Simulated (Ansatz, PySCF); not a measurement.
This singlet lies 1.89 eV below the relaxed triplet at the level composite: frozen-core CCSD(T) with HF/cc-pVQZ and the correlation energy extrapolated as X^-3 from cc-pVTZ and cc-pVQZ, plus CCSDT(Q) minus CCSD(T) in cc-pVDZ // PBE0-D3(BJ)/def2-TZVP (Ansatz, a first-principles code).

Cartesian coordinates (Å):
SMILES: [OH][GeH]
```xyz
4

O     -0.7489    -0.3687     0.1112
Ge     0.6375     0.7144    -0.2223
H     -1.5874     0.0767    -0.0386
H      1.6988    -0.4225     0.1496
```
Charge 0, multiplicity 1.

**Question.** Estimate the LUMO, dipole moment and HOMO that PBE-D3(BJ)/def2-TZVP // PBE0-D3(BJ)/def2-TZVP (PySCF) returns for this input.

**Answer.** 
```json
{
  "LUMO": "-3.04 eV",
  "dipole_moment": "1.43 D",
  "HOMO": "-5.60 eV"
}
```
